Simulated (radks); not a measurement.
Results of a calculation; reference values are marked as such.
All-electron atom: I I in [Kr] 4d10 5s1 5p5 6p1 (not the ground configuration).

Level of theory: scalar-relativistic Kohn-Sham, SCAN, spin-polarised, spherical densities, finite nucleus; open shells are filled with parallel spins first (spin-orbit coupling, left out, can overturn this in heavy ions); meta-GGA in the generalised Kohn-Sham scheme; Fermi nuclear charge, rms radius 4.75 fm (a radial shooting solver on a logarithmic mesh with Libxc functionals).

Energy parts (hartree):
total: -7116.86026
kinetic: 7470.15161
electron-nucleus: -17205.62059
Hartree: 2800.43582
exchange-correlation: -181.82711

Orbitals (lengths in bohr, moments of r in powers of bohr; <r^-3> diverges for s and p1/2; r(max) is where P^2 peaks):
orbital  occ.  eigenvalue (hartree)   r(max)  <r^-3>
1s up       1             -1214.503  0.01754       -
1s down     1             -1214.498  0.01754       -
2s up       1             -188.5282  0.09900       -
2s down     1             -188.5257  0.09900       -
2p up       3             -169.0988  0.07951    5774
2p down     3             -169.0951  0.07951    5774
3s up       1             -38.53834   0.2851       -
3s down     1             -38.53547   0.2851       -
3p up       3             -32.18938   0.2791    1107
3p down     3             -32.18547   0.2791    1107
3d up       5             -22.71370   0.2321   151.9
3d down     5             -22.70926   0.2321   151.9
4s up       1              -7.07811   0.6811       -
4s down     1              -7.06935   0.6816       -
4p up       3              -5.07725   0.7152   213.3
4p down     3              -5.06882   0.7157   213.0
4d up       5              -2.15595   0.7774   22.25
4d down     5              -2.14003   0.7775   22.43
5s up       1              -0.91807    1.695       -
5p up       3              -0.49212    1.948   23.54
5p down     2              -0.41513    1.976   21.39
6p up       1              -0.05002    7.119   1.041

The highest occupied level is 6p up at -1.361 eV. Spin moment in Bohr magnetons: 3.

Empty levels of this run are not shown, since the potential may be unsettled where no density lies.
